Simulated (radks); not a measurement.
Charge is removed step by step from the 3d level of neutral nickel, starting from [Ar] 3d8 4s2. Level of theory: non-relativistic Kohn-Sham, PBE, spin-unpolarised, spherical densities, point nucleus (a radial shooting solver on a logarithmic mesh with Libxc functionals). At the starting occupation the eigenvalue is -9.217 eV. Estimate the energy to remove one whole electron from this level, the eigenvalue at the end, and how far E(n) bends from a straight line.

Answer. Delta-SCF 16.520 eV; final eigenvalue -24.455 eV; the deviation from the straight line is -1.908 eV at 0.5 electron removed, the largest on the grid computed. Slater's transition state (half an electron removed) gives 16.362 eV. Integrating minus the eigenvalue over the occupation (Janak's theorem) gives 16.520 eV. The mean slope of the eigenvalue, de/dn, is 15.2 eV per electron.
